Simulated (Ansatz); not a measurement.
The same path of Cl₂H₂Sn (5 atoms, charge 0, multiplicity 1) was run twice with different band settings. Lost on the way: Sn1–H2, Sn1–H3. Made: H2–H3.

All numbers below come from Ansatz, RKS PBE-D4/def2-SVP.

Relaxed end points:

```xyz
5
Properties=species:S:1:pos:R:3
Sn 0.133 -0.156 -0.046
H -0.021 -1.691 0.715
H 1.398 0.077 -1.188
Cl -1.911 0.308 -1.139
Cl 0.401 1.461 1.657
```

```xyz
5
Properties=species:S:1:pos:R:3
Sn -0.051 1.378 -0.530
H 0.605 -1.576 -0.449
H 1.353 -1.520 -0.277
Cl -2.065 0.042 -0.599
Cl 0.158 1.676 1.854
```

Common settings: movable images 7; climbing image yes; spring 5.0 eV/Å²; start path through a guess of the saddle point; force threshold 0.05 eV/Å; iteration limit 60; end points relaxed.

| run | optimiser | largest step |
| --- | --- | --- |
| 1 | quadratic models (default) | default |
| 2 | lbfgs | 0.02 Å |

**Question.** What does each run give, and how far can it be trusted?

**Answer.** Run 1: converged after 11 iterations, highest image 2.365 eV above the first end. Neighbouring images differ by up to 1.5 eV, so the band resolves the path poorly. A vibrational analysis at the climbing image gives one clearly imaginary mode, 1249i cm⁻¹: a first-order saddle point.
Run 2: converged after 56 iterations, highest image 2.365 eV above the first end. Neighbouring images differ by up to 1.6 eV, so the band resolves the path poorly. Another band between the same ends (7 images) ends at a top of the same energy, where a vibrational analysis finds 1 clearly imaginary mode.
The orbitals stay closed-shell, which can raise the energy where a bond breaks towards radicals; this wasn't checked here.
